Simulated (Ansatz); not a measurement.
BrHSi (SMILES [SiH]Br) moved off its minimum; all values from Ansatz (a quantum-chemistry and plane-wave program), cores frozen in correlated methods.
(charge 0, multiplicity 1)
```xyz
3

Si    -0.8583    -0.7615     1.0532
H     -1.8814    -1.2229     0.0181
Br     0.3776     0.3707    -0.3844
```

Forces at r2SCAN/def2-TZVPP (eV/Å):

| atom | Fx | Fy | Fz |
|---|---|---|---|
| Si1 | -0.304 | -0.294 | 0.426 |
| H2 | 0.000 | 0.009 | -0.039 |
| Br3 | 0.304 | 0.286 | -0.386 |

Task: Give the forces (eV/Å), the total energy and the dipole at CCSD(T)/def2-TZVPPD.

Result: 
| atom | Fx | Fy | Fz |
|---|---|---|---|
| Si1 | -0.460 | -0.380 | 0.340 |
| H2 | 0.075 | 0.030 | 0.094 |
| Br3 | 0.384 | 0.349 | -0.433 |
Energy -2862.2392 hartree, dipole 0.80 D.

Doubts at one or more of the structures used: a restricted determinant that unrestricted orbitals would lower (CCSD(T)/def2-TZVPPD).
